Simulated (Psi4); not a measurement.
C$_{4}$H$_{10}$As (SMILES [CH2]C(C)(C)[AsH2]), doublet, geometry from GFN2-xTB; R2SCAN/STO-3G in Psi4.

Input for Psi4:
```
memory 2 GB

molecule {
0 2
  C    -1.39971709   -0.02774727    1.36922598
  C    -0.97812280    0.12996158    0.02429981
  C    -1.15233389    1.53356131   -0.53733861
  C    -1.49034675   -0.93643955   -0.93293301
  As    1.18561052   -0.16271413    0.00291320
  H    -1.39896124    0.80490829    2.04952295
  H    -1.64575139   -0.99849019    1.76069133
  H    -2.21201114    1.76154937   -0.65414947
  H    -0.67256403    1.62200928   -1.51394067
  H    -0.71436310    2.27203018    0.13412416
  H    -1.00997176   -0.84356970   -1.90882687
  H    -2.56686577   -0.83152136   -1.06945470
  H    -1.28979208   -1.93286927   -0.53933096
  H     1.39548342    0.69269203    1.21828712
  H     1.11277329   -1.37318878    0.88741642
symmetry c1
no_reorient
no_com
}

set basis sto-3g
set reference uks

energy('r2scan')
print_variables()
```

It wrote (shortened):

```
   => Loading Basis Set <=

    Name: STO-3G
    Role: ORBITAL
    Keyword: BASIS

         ---------------------------------------------------------
                                   SCF
               by Justin Turney, Rob Parrish, Andy Simmonett
                          and Daniel G. A. Smith
                              UKS Reference
         ---------------------------------------------------------

  ==> Geometry <==

    Molecular point group: c1
    Full point group: C1

    Geometry (in Angstrom), charge = 0, multiplicity = 2:

       Center              X                  Y                   Z               Mass
    ------------   -----------------  -----------------  -----------------  -----------------
         C           -1.399717090000    -0.027747270000     1.369225980000    12.000000000000
         C           -0.978122800000     0.129961580000     0.024299810000    12.000000000000
         C           -1.152333890000     1.533561310000    -0.537338610000    12.000000000000
         C           -1.490346750000    -0.936439550000    -0.932933010000    12.000000000000
         AS           1.185610520000    -0.162714130000     0.002913200000    74.921594570000
         H           -1.398961240000     0.804908290000     2.049522950000     1.007825032230
         H           -1.645751390000    -0.998490190000     1.760691330000     1.007825032230
         H           -2.212011140000     1.761549370000    -0.654149470000     1.007825032230
         H           -0.672564030000     1.622009280000    -1.513940670000     1.007825032230
         H           -0.714363100000     2.272030180000     0.134124160000     1.007825032230
         H           -1.009971760000    -0.843569700000    -1.908826870000     1.007825032230
         H           -2.566865770000    -0.831521360000    -1.069454700000     1.007825032230
         H           -1.289792080000    -1.932869270000    -0.539330960000     1.007825032230
         H            1.395483420000     0.692692030000     1.218287120000     1.007825032230
         H            1.112773290000    -1.373188780000     0.887416420000     1.007825032230

  Running in c1 symmetry.

  Rotational constants: A =      0.15073  B =      0.06412  C =      0.06301 [cm^-1]
  Rotational constants: A =   4518.62734  B =   1922.29306  C =   1889.11107 [MHz]
  Nuclear repulsion =  349.969801397928109

  Charge       = 0
  Multiplicity = 2
  Electrons    = 67
  Nalpha       = 34
  Nbeta        = 33

  ==> Algorithm <==

[...]
      Ntotal   =   66.9999515968 ; deviation = -4.840e-05

   @Spin Contamination Metric:   1.323052995E-02
   @S^2 Expected:                7.500000000E-01
   @S^2 Observed:                7.632305299E-01
   @S   Expected:                5.000000000E-01
   @S   Observed:                5.000000000E-01

    Orbital Energies [Eh]
    ---------------------

    Alpha Occupied:

[...]
      34A     -0.076306

    Alpha Virtual:

[...]
    Beta Occupied:

[...]
    Beta Virtual:

[...]
    Final Occupation by Irrep:
              A
    DOCC [    33 ]
    SOCC [     1 ]
    NA   [    34 ]
    NB   [    33 ]

  @DF-UKS Final Energy: -2367.07134195280287

   => Energetics <=

    Nuclear Repulsion Energy =            349.9698013979281086
    One-Electron Energy =               -4005.6246458101586541
    Two-Electron Energy =                1397.9332976547184444
    DFT Exchange-Correlation Energy =    -109.3497951952910796
    Empirical Dispersion Energy =           0.0000000000000000
    VV10 Nonlocal Energy =                  0.0000000000000000
    Total Energy =                      -2367.0713419528028680

  UHF NO Occupations:
  HONO-2 :   32  A 1.9986513
  HONO-1 :   33  A 1.9954935
  HONO-0 :   34  A 1.0000000
  LUNO+0 :   35  A 0.0045065
  LUNO+1 :   36  A 0.0013487
  LUNO+2 :   37  A 0.0003448
  LUNO+3 :   38  A 0.0002787

Computation Completed

Properties will be evaluated at   0.000000,   0.000000,   0.000000 [a0]

Properties computed using the SCF density matrix

 Multipole Moments:

 ------------------------------------------------------------------------------------
     Multipole            Electronic (a.u.)      Nuclear  (a.u.)        Total (a.u.)
 ------------------------------------------------------------------------------------

 L = 1.  Multiply by 2.5417464519 to convert [e a0] to [Debye]
 Dipole X            :         -0.1518031            0.0000003           -0.1518027
 Dipole Y            :         -0.0120767           -0.0000000           -0.0120767
 Dipole Z            :          0.2051112           -0.0000001            0.2051111
 Magnitude           :                                                    0.2554613

 ------------------------------------------------------------------------------------

  Variable Map:
  ----------------------------------------------------------------------------
[...]
  Array Variable Map:
  ----------------------------------------------------------------------------
[...]
[...]
```
